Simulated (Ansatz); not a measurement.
`COC(=O)O` and `BC(=O)O` differ in one atom or group.

Ansatz, PBE0-D4/def2-TZVP geometries, multiplicity 1. Each molecule was computed in one conformer, which needn't be the lowest.

```tsv
property	`COC(=O)O`
HOMO energy (PBE0/def2-TZVPP) / eV	-8.56
zero-point energy (PBE0-D4/def2-TZVP) / kJ/mol	178.6
HOMO energy (ωB97M-V/def2-TZVPP) / eV	-11.04
LUMO energy (PBE/def2-TZVPP) / eV	-0.06
size of the dipole moment (PBE/def2-TZVPP) / D	0.62
HOMO–LUMO gap (B3LYP/def2-TZVPP) / eV	8.87
```

Problem. What does the change do to each property? (Best estimate.)

Solution. Computed: 
```json
{"property": "HOMO energy (PBE0/def2-TZVPP) / eV", "`BC(=O)O`": "-8.28", "shift": "0.28"}
{"property": "zero-point energy (PBE0-D4/def2-TZVP) / kJ/mol", "`BC(=O)O`": "116.5", "shift": "-62.1"}
{"property": "HOMO energy (ωB97M-V/def2-TZVPP) / eV", "`BC(=O)O`": "-10.65", "shift": "0.39"}
{"property": "LUMO energy (PBE/def2-TZVPP) / eV", "`BC(=O)O`": "-2.99", "shift": "-2.93"}
{"property": "size of the dipole moment (PBE/def2-TZVPP) / D", "`BC(=O)O`": "1.44", "shift": "0.82"}
{"property": "HOMO–LUMO gap (B3LYP/def2-TZVPP) / eV", "`BC(=O)O`": "5.82", "shift": "-3.05"}
```

With PBE0 the HOMO rises by 0.28 eV and the LUMO falls by 2.97 eV, so the gap narrows by about 3.25 eV. PBE moves the HOMO by -0.05 eV and ωB97M-V by 0.39 eV. The zero-point energy changes by -62.1 kJ/mol with -6 modes. Dipoles are sizes alone; their direction can turn.

B3LYP here is the variant with VWN-RPA as its local correlation; programs differ in this.
